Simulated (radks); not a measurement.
The phosphorus ion P4+, 11 electrons, occupied as [He] 2p6 3s1 3d2 (not the ground configuration).

Method: non-relativistic Kohn-Sham, B86b exchange with PBE correlation, spin-polarised, spherical densities, point nucleus; open shells are filled with parallel spins first; computed with a radial shooting solver on a logarithmic mesh with Libxc functionals.

Energy parts (eV):
total: -8751.058
kinetic: 8742.497
electron-nucleus: -19947.410
Hartree: 2990.388
exchange-correlation: -536.533

Orbitals (lengths in bohr, moments of r in powers of bohr; <r^-3> diverges for s and p1/2; r(max) is where P^2 peaks):
orbital  occ.  eigenvalue (eV)  <r^-3>   <1/r>   r(max)      <r^4>
1s up       1        -2203.585       -   14.59  0.06793  0.0005401
1s down     1        -2203.303       -   14.59  0.06794  0.0005401
2p up       3        -225.6149   70.88   2.858   0.3410     0.1341
2p down     3        -224.4657   71.42   2.869   0.3404     0.1299
3s up       1         -71.0149       -  0.9719    1.304      8.447
3d up       2         -43.2912  0.9626  0.7710    1.304      14.24

The highest occupied level is 3d up at -43.291 eV. The spin density at the nucleus is 13.08 e/bohr^3 (1s 0.19, 3s 12.89), a Fermi contact field of 686 T. Summed over all electrons, <r^2> = 9.630 bohr^2, which gives a Langevin (diamagnetic) susceptibility term of -7.63 x 10^-6 cm^3/mol. The density falls to 0.001 e/bohr^3 at r = 3.11 bohr. Spin moment in Bohr magnetons: 3. Virial ratio -V/T = 2.00098. The electron density at the nucleus is 2050 e/bohr^3.
